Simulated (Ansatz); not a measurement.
Input file for Ansatz (a quantum-chemistry and plane-wave program): U-r2SCAN/aug-cc-pVTZ on HLiO (SMILES [Li][OH]), a point of a bond scan (R = 1.427 Å).

Ansatz 0.2 input:
```yaml
crystal:
  periodic: [false, false, false]
  atoms:
    - {symbol: Li, position_ang: [-0.00000000, -0.00000000, -1.25872662]}
    - {symbol: O, position_ang: [0.00000000, 0.00000000, 0.31386950]}
    - {symbol: H, position_ang: [0.00000000, 0.00000000, 1.74090101]}
basis:
  gaussian:
    orbitals: aug-cc-pVTZ
hamiltonian:
  xc: {name: r2SCAN}
magnetization: {spin_polarized: true, initial_magnetization: 0}
```

Problem. Give the final energy of this run.

Solution. -83.2757 hartree.
